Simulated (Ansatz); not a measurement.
Relaxation of AlBrH6N2 (10 atoms, charge 0, multiplicity 1), to a largest force component of 0.03 eV/Å in at most 50 steps.

All numbers below come from Ansatz 0.2.0, RKS PBE-D4/def2-SVP.

```xyz
10
Properties=species:S:1:pos:R:3:forces:R:3
Al -0.063 -0.115 -0.090 0.01 -0.05 -0.45
H -0.143 -0.179 1.482 0.01 0.13 0.46
N 1.526 -0.029 -0.896 0.03 0.04 0.05
H 1.674 -0.081 -1.907 0.04 0.02 0.03
H 2.382 0.288 -0.433 -0.08 -0.04 -0.07
N -1.586 -0.306 -0.998 0.00 0.00 -0.04
H -2.487 -0.525 -0.568 0.03 0.02 -0.01
H -1.697 -0.222 -2.011 -0.01 0.00 0.04
Br 0.455 3.071 1.533 -0.26 -1.03 0.23
H 0.106 1.629 1.832 0.25 0.93 -0.25
```

Task: Where does it end, and by what steps?

Result: The forces met the threshold. The force dipped under the threshold on the way, but the program's further checks kept it going. After 9 steps the energy has fallen by 0.055 eV; Br9 moved furthest, 0.30 Å.

```json
{"step": "0", "energy less start (eV)": "0.0000", "largest force component (eV/Å)": "1.033", "accepted": "yes"}
{"step": "1", "energy less start (eV)": "-0.0281", "largest force component (eV/Å)": "0.402", "accepted": "yes"}
{"step": "2", "energy less start (eV)": "-0.0461", "largest force component (eV/Å)": "0.194", "accepted": "yes"}
{"step": "3", "energy less start (eV)": "-0.0482", "largest force component (eV/Å)": "0.127", "accepted": "yes"}
{"step": "4", "energy less start (eV)": "-0.0389", "largest force component (eV/Å)": "0.542", "accepted": "no"}
{"step": "5", "energy less start (eV)": "-0.0499", "largest force component (eV/Å)": "0.025", "accepted": "yes"}
{"step": "6", "energy less start (eV)": "-0.0516", "largest force component (eV/Å)": "0.094", "accepted": "yes"}
{"step": "7", "energy less start (eV)": "-0.0541", "largest force component (eV/Å)": "0.054", "accepted": "yes"}
{"step": "8", "energy less start (eV)": "-0.0543", "largest force component (eV/Å)": "0.079", "accepted": "yes"}
{"step": "9", "energy less start (eV)": "-0.0550", "largest force component (eV/Å)": "0.007", "accepted": "yes"}
```

```xyz
10
Properties=species:S:1:pos:R:3
Al -0.049 -0.096 -0.145
H -0.094 0.024 1.458
N 1.538 -0.048 -0.950
H 1.714 -0.126 -1.954
H 2.406 0.185 -0.465
N -1.588 -0.332 -1.010
H -2.493 -0.418 -0.542
H -1.718 -0.370 -2.022
Br 0.336 3.080 1.810
H 0.115 1.632 1.765
```

Whether the end is a true minimum wasn't checked by a vibrational analysis.

The run took 21 s on 2 threads of Arm Neoverse V1, with other jobs on the host, peak memory 0.15 GiB.
